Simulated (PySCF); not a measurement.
## Spin states and ions at one geometry of Au2O(H2O)2

PySCF 2.14.0, RKS TPSS, Au def2-SVP with ECP60, O def2-SVP, H def2-SVP; non-relativistic Hamiltonian with scalar-relativistic core potentials where named; density fitting; no spin-orbit coupling; singlets restricted, open shells unrestricted. The geometry is relaxed for charge 0, singlet, vacuum:

```xyz
9

Au    0.0000   -0.0706    1.9131
Au    0.0000    0.0706   -1.9131
O     0.0000    0.0000    0.0000
O     0.0000   -0.1781    4.0577
H     0.7766    0.3142    4.3886
H    -0.7766    0.3142    4.3886
O     0.0000    0.1781   -4.0577
H     0.7766   -0.3142   -4.3886
H    -0.7766   -0.3142   -4.3886
```

Energies count from the relaxed state; an electron taken off or put on is at rest in vacuum. Charges and spins are Mulliken's.

```csv
state,energy (eV),spin squared,charge on Au1 (e),spin on Au1 (e),dipole about the centre of mass (D)
"charge 0, singlet, vacuum",0.00,0.00,0.06,0.00,0.00
"charge 0, triplet, vacuum",1.60,2.00,0.01,0.56,0.00
"charge -1, doublet, vacuum",0.12,0.75,-0.29,0.32,0.00
```

Question: What does the state charge +1, doublet, vacuum give?

Answer: energy (eV) 6.15, spin squared 0.75, charge on Au1 (e) 0.41, spin on Au1 (e) 0.16, dipole about the centre of mass (D) 0.00.

With an electron taken off (doublet) the charges change, summed by element, by Au +0.70 e, O +0.19 e, H +0.11 e. The vertical ionisation energy is 6.15 eV, against −ε(HOMO) = 3.38 eV of the relaxed state. The level lies 2.8 eV too high, as is usual for semilocal functionals and global hybrids, which keep a self-interaction error.

With an electron put on (doublet) the charges change, summed by element, by Au -0.70 e, O +0.13 e, H -0.43 e. The vertical electron affinity is -0.12 eV, against −ε(LUMO) = 1.89 eV of the relaxed state. The basis has no diffuse functions, which an added electron needs. The added electron's level lies above zero.

Open shells may have lower solutions than those found.

No frequency check is given that shows the relaxed geometry to be a minimum.
